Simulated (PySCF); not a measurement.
The free ion Co5+ in its d4 configuration.

Method (PySCF 2.14, density fitting): CASSCF(4,5) with orbitals averaged over all microstates of the shell, strongly contracted NEVPT2 on the averaged canonical orbitals; basis x2c-TZVPall; spin-free X2C; gas phase; spin-orbit coupling by state interaction with the mean-field operator over all roots.

Problem. What is the ground state?

Solution. 5D (S = 2, orbital degeneracy 5), by NEVPT2.

Problem. Which is the lowest state of another spin?

Solution. 3H at 29526 cm⁻¹ by NEVPT2; CASSCF alone puts it at 29733 cm⁻¹ above the same ground state.

Problem. What are the magnetic parameters?

Solution. The lowest spin-orbit level is 1-fold with J = 0; the next lies at 202.5 cm⁻¹. μeff is 2.97 μB at 300 K and 0.64 μB at 10 K; the free-ion value g_J√(J(J+1)) for the Hund's-rule level J = 0 is 0.00 μB.

The job took 6 s on one thread of Arm Neoverse V1 (shared host), with 48 basis functions, launched as `OMP_NUM_THREADS=1 python lf_run.py task.json out`.
